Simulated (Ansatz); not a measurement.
Start from `FC[SiH](F)F` and change one atom or group to get `C#C[SiH](F)CF`.

Ansatz, PBE0-D4/def2-TZVP geometries, multiplicity 1. Each molecule was computed in one conformer, which needn't be the lowest.

```
                                          property  `FC[SiH](F)F`
                 LUMO energy (PBE/def2-TZVPP) / eV          -0.88
    zero-point energy (PBE0-D4/def2-TZVP) / kJ/mol          117.6
size of the dipole moment (ωB97M-V/def2-TZVPP) / D           1.39
              HOMO–LUMO gap (PBE0/def2-TZVPP) / eV           9.23
    size of the dipole moment (PBE/def2-TZVPP) / D           1.32
  size of the dipole moment (B3LYP/def2-TZVPP) / D           1.40
```

(1) What does the change do to each property? (Estimate.)

Answers

(1) Computed: 
```json
{"property": "LUMO energy (PBE/def2-TZVPP) / eV", "`C#C[SiH](F)CF`": "-1.86", "shift": "-0.98"}
{"property": "zero-point energy (PBE0-D4/def2-TZVP) / kJ/mol", "`C#C[SiH](F)CF`": "160.5", "shift": "42.9"}
{"property": "size of the dipole moment (ωB97M-V/def2-TZVPP) / D", "`C#C[SiH](F)CF`": "0.81", "shift": "-0.58"}
{"property": "HOMO–LUMO gap (PBE0/def2-TZVPP) / eV", "`C#C[SiH](F)CF`": "7.54", "shift": "-1.69"}
{"property": "size of the dipole moment (PBE/def2-TZVPP) / D", "`C#C[SiH](F)CF`": "0.76", "shift": "-0.56"}
{"property": "size of the dipole moment (B3LYP/def2-TZVPP) / D", "`C#C[SiH](F)CF`": "0.78", "shift": "-0.62"}
```

With PBE0 the HOMO rises by 0.66 eV and the LUMO falls by 1.02 eV, so the gap narrows by about 1.68 eV. PBE moves the HOMO by 0.41 eV and ωB97M-V by 0.73 eV. The zero-point energy changes by 42.9 kJ/mol with +6 modes. Dipoles are sizes alone; their direction can turn.

B3LYP here is the variant with VWN-RPA as its local correlation; programs differ in this.
